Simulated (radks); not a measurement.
Values are calculated unless marked as measured or tabulated.
The sulfur ion S5+, 11 electrons, occupied as [Ne] 3s1.

Code: a radial shooting solver on a logarithmic mesh with Libxc functionals. Model: scalar-relativistic Kohn-Sham, LB94 model potential, spin-polarised, spherical densities, finite nucleus; open shells are filled with parallel spins first; Fermi nuclear charge, rms radius 3.2611 fm.

Energy parts (eV):
| part | energy |
|---|---|
| kinetic | 10766.789 |
| electron-nucleus | -24603.444 |
| Hartree | 3805.903 |
(The LB94 potential has no energy functional, so no total or exchange-correlation energy is given.)

Orbitals (lengths in bohr, moments of r in powers of bohr; r(90%) holds 90 % of the orbital's charge):
\begin{tabular}{lrrrr}
orbital & occ. & eigenvalue (eV) & <r> & r(90%) \\ \hline
1s up & 1 & -2539.572 & 0.09646 & 0.172 \\
1s down & 1 & -2539.118 & 0.09647 & 0.172 \\
2s down & 1 & -307.5245 & 0.4777 & 0.748 \\
2s up & 1 & -307.4386 & 0.4754 & 0.743 \\
2p down & 3 & -253.2536 & 0.4378 & 0.729 \\
2p up & 3 & -253.1224 & 0.4352 & 0.723 \\
3s down & 0 & -93.4830 & 1.367 & 2.01 \\
3s up & 1 & -89.7928 & 1.393 & 2.05 \\
\end{tabular}

The highest occupied level is 3s up at -89.793 eV. The configuration is held as typed, so some empty levels lie below it. Summed over all electrons, <r^2> = 4.199 bohr^2, which gives a Langevin (diamagnetic) susceptibility term of -3.33 x 10^-6 cm^3/mol.
